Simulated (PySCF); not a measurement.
HgI, SMILES [I][Hg+], charge +1. Heavy atoms are numbered as in [Hg+:1][I:2].

Geometry: B3LYP-D3(BJ)/def2-TZVP. The multiplicity is an assumed one; other spin states were not compared. The def2 effective core potentials stand for the cores of Hg, I; spin–orbit coupling is left out.

Level of theory: CAM-B3LYP/def2-TZVPD (PySCF).

Mulliken values depend strongly on the basis, most of all with diffuse functions as here. ESP charges are fitted to the potential on shells at 1.4 to 2.0 van der Waals radii. Atomic charges (e), one atom of each kind:

```
atom  ESP fit  Mulliken
----  -------  --------
Hg1      0.85      0.79
I2       0.15      0.21
```
